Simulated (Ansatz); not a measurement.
Born–Oppenheimer molecular dynamics of Cl$_{4}$H$_{2}$OZr (8 atoms, charge 0, multiplicity 1). It starts at the highest image of a converged band, a first-order saddle point between two minima.

Computed with RKS PBE0/def2-SVP in Ansatz 0.2.0.

```json
{
 "ensemble": "NVE (velocity Verlet)",
 "time step": "0.5 fs",
 "steps asked": "200",
 "starting velocities drawn for": "100 K",
 "seed": "7350"
}
```

First frame:

```xyz
8
Properties=species:S:1:pos:R:3
Zr -0.418 0.018 -0.204
Cl -0.377 1.014 2.425
Cl 1.764 -0.765 0.077
Cl -0.550 2.207 -1.008
Cl -1.141 -1.230 -2.043
O -1.881 -0.672 1.008
H -2.611 -1.297 0.937
H -1.399 0.096 2.086
```

Question: How far do the bonds stretch over the last three quarters of this one trajectory? (Pairs bonded in most of those frames.)

Answer: 
```json
{"bond": "Zr1–Cl2", "mean (Å)": "2.512", "spread (Å)": "0.209", "shortest": "2.21", "longest": "2.79"}
{"bond": "Zr1–Cl3", "mean (Å)": "2.336", "spread (Å)": "0.011", "shortest": "2.30", "longest": "2.35"}
{"bond": "Zr1–Cl4", "mean (Å)": "2.331", "spread (Å)": "0.025", "shortest": "2.30", "longest": "2.38"}
{"bond": "Zr1–Cl5", "mean (Å)": "2.391", "spread (Å)": "0.045", "shortest": "2.31", "longest": "2.45"}
{"bond": "Zr1–O6", "mean (Å)": "2.280", "spread (Å)": "0.157", "shortest": "2.03", "longest": "2.44"}
{"bond": "O6–H7", "mean (Å)": "0.966", "spread (Å)": "0.007", "shortest": "0.95", "longest": "0.99"}
{"bond": "O6–H8", "mean (Å)": "1.010", "spread (Å)": "0.070", "shortest": "0.93", "longest": "1.27"}
```

Pairs bonded in part of these frames only: Zr1–H8 36 %, Cl2–H8 8 %.

Mean temperature of the second half: 549 K. The conserved energy stayed within 0.12 meV per atom of its start (net change -0.072 meV per atom), so the integration is sound. The kinetic energy rose, since the run started high on the potential surface and went downhill. A run of 0.1 ps of so small a system gives no equilibrium averages. The orbitals stay closed-shell, which can raise the energy where a bond breaks towards radicals; this wasn't checked here.

Run time: 10 min on 4 threads of Arm Neoverse V1, with other jobs on the host, peak memory 0.38 GiB.
